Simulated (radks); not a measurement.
Question: Radial electron density D(r) = 4 pi r^2 rho(r) of an atom or ion with 16 electrons. All-electron calculation, non-relativistic Kohn-Sham, PBEsol, spin-unpolarised, spherical densities, point nucleus. Program: a radial shooting solver on a logarithmic mesh with Libxc functionals.

r (bohr)  D(r) (e/bohr)
0.01086           2.793
0.01264           3.575
0.01472           4.535
0.01727           5.757
0.02011           7.128
0.02341           8.697
0.02747           10.53
0.03198           12.37
0.03723           14.20
0.04369           15.97
0.05086           17.31
0.05921           18.13
0.06948           18.27
0.08089           17.68
0.09417           16.45
0.1105            14.77
0.1286            13.24
0.1498            12.23
0.1758            12.13
0.2046            13.07
0.2382            14.72
0.2795            16.54
0.3254            17.56
0.3788            17.25
0.4446            15.29
0.5175            12.23
0.6025            8.763
0.707             5.623
0.8231            3.719
0.9582            2.957
1.124             2.993
1.309             3.248
1.524             3.267
1.788             2.856
2.082             2.161
2.424             1.401
2.844            0.7444
3.311            0.3430
3.855            0.1324
4.524           0.03983
5.266           0.01137
6.131          0.005277
7.195          0.007469
8.376           0.01451
9.751           0.02599
11.44           0.04316
13.32           0.06206
15.51           0.07633
18.2            0.07661
21.19           0.05667
24.66           0.02554
28.94          0.007418
33.69          0.001586
39.23         0.0002262

What is the nuclear charge?

Answer: Z = 16. The innermost maximum, from 1s, lies near 1/Z = 0.0625 bohr (found: 0.0662), and its height grows with Z. The density is that of neutral sulfur in [Ne] 3s2 3p3 4f1; the configuration itself is not fixed sharply by these data, and Z only to about a unit. D(r) has 4 maxima, at r = 0.0662, 0.341, 1.43, 16.9 bohr, and minima at 0.165, 1.02, 6.28 bohr, inside which lie 2.19, 10.38, 15.00 electrons.
